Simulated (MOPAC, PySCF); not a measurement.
C₁₀H₉BO, SMILES `Bc1ccc2cccc-2cc1O`, neutral singlet in the gas phase. 

Z-matrix (Å, degrees):
```
C
C 1 1.3840
H 2 1.0987 1 114.20
C 2 1.4062 3 114.77 1 179.99
O 4 1.3498 2 116.25 3 -0.07
H 5 0.9629 4 109.26 2 0.05
C 1 1.4070 2 125.63 3 0.03
H 7 1.0892 1 125.39 2 -0.03
C 7 1.3996 8 126.68 1 -180.00
H 9 1.0918 7 124.79 8 0.01
C 9 1.4093 10 124.75 7 -179.99
H 11 1.0891 9 126.50 10 -0.01
C 11 1.3971 12 125.38 9 180.00
C 13 1.3921 11 127.23 12 -0.02
C 14 1.3913 13 128.75 11 179.98
H 15 1.0935 14 114.23 13 -179.99
H 14 1.0950 15 115.80 16 -0.01
C 15 1.4136 16 113.19 14 -179.99
B 18 1.5506 15 114.99 16 -0.06
H 19 1.2034 18 123.03 15 -179.75
H 19 1.2100 20 119.18 18 -179.91
```
Charge 0, multiplicity 1.

All levels are single points at this geometry (PBE0-D3(BJ)/def2-SVP); Pople sets use spherical d functions. Orbital energies aren't observables, and empty levels follow the basis.

B3LYP/6-31G* in PySCF gives dipole (D) = 2.08.

Q: Estimate the dipole (D) from each of these levels: ωB97X-D3(BJ)/def2-TZVP in PySCF; BP86/6-31G* in PySCF; SVWN5/6-31G* in PySCF; AM1 in MOPAC; PM3 in MOPAC.

A: 
```csv
level,dipole (D)
ωB97X-D3(BJ)/def2-TZVP in PySCF,1.66
BP86/6-31G* in PySCF,2.32
SVWN5/6-31G* in PySCF,2.42
AM1 in MOPAC,0.71
PM3 in MOPAC,1.31
```
